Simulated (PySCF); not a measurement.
First SCF of a structure search on triplet CuF₃, at a hand-made T-shaped geometry. PySCF input:

```python
from pyscf import gto, scf, dft
mol = gto.M(atom='''
Cu     0.000000     0.000000     0.000000
F      0.000000     0.000000     1.760000
F      1.758900     0.000000     0.061400
F     -1.758900     0.000000     0.061400''',
    basis={'Cu': 'def2-TZVP', 'F': 'def2-TZVP'},
    charge=0, spin=2)
mf = dft.UKS(mol, xc='PBE0')
mf.grids.atom_grid = (50, 194)
aux = {'Cu': 'def2-universal-JKFIT', 'F': 'def2-universal-JKFIT'}
mf = mf.density_fit(auxbasis=aux)
mf.conv_tol = 1e-08
mf.diis_space = 10
mf.max_cycle = 60
mf.init_guess = 'minao'
mf.verbose = 4
mf.kernel()
```

Excerpt of the output (cycles alone):

```
init E= -1939.14693476864
cycle= 1 E= -1936.39763405897  delta_E= 2.75  |g|= 3.83  |ddm|= 1.49
cycle= 2 E= -1923.31958956927  delta_E= 13.1  |g|= 8.24  |ddm|= 6.55
cycle= 3 E= -1937.90364082348  delta_E= -14.6  |g|= 2.75  |ddm|=  5.7
cycle= 4 E= -1933.72574244949  delta_E= 4.18  |g|= 3.09  |ddm|=  2.4
cycle= 5 E= -1939.26836125185  delta_E= -5.54  |g|= 0.809  |ddm|= 2.36
cycle= 6 E= -1939.28554564804  delta_E= -0.0172  |g|= 0.996  |ddm|= 0.835
cycle= 7 E= -1939.51071499423  delta_E= -0.225  |g|= 0.379  |ddm|= 0.282
cycle= 8 E= -1939.5447646495  delta_E= -0.034  |g|= 0.0741  |ddm|= 0.163
cycle= 9 E= -1939.54611526183  delta_E= -0.00135  |g|= 0.0506  |ddm|= 0.0349
cycle= 10 E= -1939.54697128861  delta_E= -0.000856  |g|= 0.0212  |ddm|= 0.0412
cycle= 11 E= -1939.54705124655  delta_E= -8e-05  |g|= 0.0137  |ddm|= 0.0101
cycle= 12 E= -1939.54709780166  delta_E= -4.66e-05  |g|= 0.00587  |ddm|= 0.00767
cycle= 13 E= -1939.54711741667  delta_E= -1.96e-05  |g|= 0.000966  |ddm|= 0.00877
cycle= 14 E= -1939.54712219873  delta_E= -4.78e-06  |g|= 0.000935  |ddm|= 0.0061
cycle= 15 E= -1939.54712346055  delta_E= -1.26e-06  |g|= 0.000833  |ddm|= 0.00369
cycle= 16 E= -1939.54712375157  delta_E= -2.91e-07  |g|= 0.000359  |ddm|= 0.00116
cycle= 17 E= -1939.54712389563  delta_E= -1.44e-07  |g|= 8.63e-05  |ddm|= 0.00135
cycle= 18 E= -1939.54712391104  delta_E= -1.54e-08  |g|= 3.8e-05  |ddm|= 0.000506
cycle= 19 E= -1939.54712391212  delta_E= -1.09e-09  |g|= 9.25e-06  |ddm|= 0.000155
Extra cycle  E= -1939.54712391188  delta_E= 2.44e-10  |g|= 3.13e-05  |ddm|= 2.17e-05
converged SCF energy = -1939.54712391188  <S^2> = 2.0135486  2S+1 = 3.0090188
```

This is not the lowest solution: another start and a stability analysis within the same unrestricted form found one 15.5 kJ/mol lower, at -1939.55305 Eh.

Other spin states or occupations of the open shell can lie lower.

The search for the lowest solution, 3 starts and the stability check together, took 23 s on 4 threads of a shared Arm Neoverse V2 host, with 138 basis functions; the process peaked at 0.69 GiB. Launch command: `OMP_NUM_THREADS=4 python axn.py task.json out`.
